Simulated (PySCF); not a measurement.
## Electronic absorption of C5H9ClSSi

Compound: C5H9ClSSi.
InChI=1S/C5H9ClSSi/c1-4-2-3-5(6)7-8-4/h3-4H,2,8H2,1H3/t4-/m1/s1

Computed, not measured: PySCF 2.14.0, density-fitted response routines, TDDFT CAM-B3LYP/def2-SVPD, vertical, gas phase, core orbitals frozen in the response. Geometry: GFN2-xTB, one conformer, isolated molecule.

Problem. Predict the UV-vis stick spectrum at this level.

Solution. 

| state | E (eV) | λ (nm) | ν̃ (cm⁻¹) | f | \|μ\| (D) | main configurations (H = HOMO, L = LUMO) |
| --- | --- | --- | --- | --- | --- | --- |
| S1 | 5.55 | 223.5 | 44740 | 0.090 | 2.07 | H→L (90%) |
| S2 | 5.59 | 221.7 | 45110 | 0.0020 | 0.31 | H→L+3 (55%), H→L+1 (17%), H→L+2 (8%) |
| S3 | 5.96 | 207.9 | 48110 | 0.034 | 1.22 | H→L+1 (57%), H→L+2 (28%) |
| S4 | 6.21 | 199.5 | 50130 | 0.0058 | 0.50 | H→L+4 (31%), H→L+2 (27%), H→L+3 (9%) |
| S5 | 6.49 | 190.9 | 52370 | 0.064 | 1.61 | H-1→L (80%) |
| S6 | 6.66 | 186.3 | 53690 | 0.0046 | 0.43 | H→L+4 (28%), H→L+2 (27%), H→L+1 (11%) |
| S7 | 6.90 | 179.8 | 55620 | 0.0065 | 0.50 | H-1→L+3 (35%), H-1→L+1 (26%), H→L+5 (10%) |
| S8 | 7.01 | 176.8 | 56570 | 0.027 | 1.01 | H→L+5 (38%), H-1→L+2 (26%) |

Triplets, Tamm–Dancoff:

| state | E (eV) | λ (nm) | main configurations (H = HOMO, L = LUMO) |
| --- | --- | --- | --- |
| T1 | 3.77 | 329.1 | H→L (66%), H→L+1 (14%) |
| T2 | 5.18 | 239.3 | H→L+3 (42%), H→L+1 (24%) |
| T3 | 5.58 | 222.2 | H→L+1 (23%), H→L (19%), H-1→L (14%) |

The lowest singlet comes at 224 nm (535 kJ/mol) in the ultraviolet; it is of moderate strength; its leading configuration is HOMO→LUMO (90%). The lowest level is also the most intense of those listed (f = 0.090). Löwdin shares by element: HOMO carbon 39% or more, sulfur 36%, chlorine 9% (atoms not listed hold the other 16%); LUMO carbon 42% or more, silicon 14%, sulfur 10% (atoms not listed hold the other 35%). Of the 8 states listed, 4 reach f = 0.01 and none stays under 0.0005. The oscillator strengths of these states sum to 0.234; summed over the whole spectrum of an exact calculation they would give the number of electrons, 86 (Thomas–Reiche–Kuhn). Orbital energies (eV): HOMO-3 -10.29, HOMO-2 -9.85, HOMO-1 -9.10, HOMO -7.93, LUMO 0.60, LUMO+1 0.89, LUMO+2 1.07. Only the lowest 8 singlets were computed, as vertical energies without vibronic structure.
